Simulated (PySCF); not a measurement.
**Computed properties of Sn(H)2(OMe)(NH2) (CH7NOSn), SMILES C[O][SnH2][NH2]**

CH7NOSn, SMILES [NH2][SnH2][O]C. Geometry: B3LYP-D3(BJ)/def2-SVP. The structure was generated by enumeration; whether it is a known compound was not checked. The def2 effective core potentials stand for the cores of Sn; spin–orbit coupling is left out. The values are those of a single conformer. All values are computed for the isolated molecule unless a solvent is named; none is compared with measurement here.

**Structure.** All 27 harmonic modes at B3LYP-D3(BJ)/def2-SVP (PySCF) are real, so it is a minimum. With heavy atoms numbered as in [SnH2:1]([NH2:2])[O:3][CH3:4], the shortest bond between them is O3–C4 at 1.402 Å and the longest Sn1–N2 at 2.047 Å.

**Vibrations.** The strongest infrared lines (harmonic, unscaled, degenerate partners summed) lie at 1120 cm⁻¹ (207 km/mol, O 49 %, C 44 %), 654 cm⁻¹ (144 km/mol, H 92 %), 501 cm⁻¹ (134 km/mol, H 50 %, N 47 %). The softest mode is at 50 cm⁻¹ and the zero-point energy is 49.8 kcal/mol.

**Electronic structure.** CAM-B3LYP/def2-TZVP (PySCF) places the frontier levels at -8.70 and 0.63 eV, a gap of 9.33 eV, and gives a dipole moment of 1.23 D and a mean polarisability of 62.5 bohr³. PBE/def2-TZVP (PySCF) at the same geometry gives -5.78 and -1.18 eV, so its gap is 4.73 eV narrower. An orbital gap is neither the optical nor the fundamental gap.

**Excitations.** TDA-ωB97X/def2-SVPD (PySCF) has S1 at 6.26 eV (198 nm, f = 0.039, weak); the most intense of the 10 singlets computed lies at 6.44 eV (f = 0.08). T1 (TDA) is at 5.60 eV, 0.66 eV under S1. TDA-PBE/def2-SVPD (PySCF) puts S1 at 4.92 eV. No vertical singlet excitation falls in the visible range (under 3.1 eV).
